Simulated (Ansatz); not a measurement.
Calculated with Ansatz (gas phase, PBE0-D4/def2-TZVP geometries, no zero-point term in ΔE). CCSD(T)/CBS adds triple-zeta CCSD(T) − MP2 to the extrapolated MP2 energy (def2 sets, frozen cores). For Ga outer-core shells are correlated without core-valence functions, which leaves a few kJ/mol of doubt a bond. Scalar relativity is left out up to krypton. One conformer a species, not always the lowest.

Consider the formal exchange of groups at a C–C bond: `C#C[CH2][GaH][CH3]` + `COCF` → `C#CCOCF` + `[CH3][GaH][CH3]`.

| level | ΔE (kJ/mol) |
| --- | --- |
| SCS-MP2/def2-TZVPP | 9.3 |
| SCS-MP2/def2-QZVPP | 10.0 |

Question: What does CCSD(T)/CBS give? (Estimate.)

Answer: The calculation gave: +9.7 kJ/mol. The listed levels differ from it by -0.4, 0.3 kJ/mol.

Largest T1 diagnostic among the species: 0.012.

CCSD(T)/CBS has its own doubt, a few kJ/mol and more with outer-core shells, so smaller differences from it don't rank the levels.
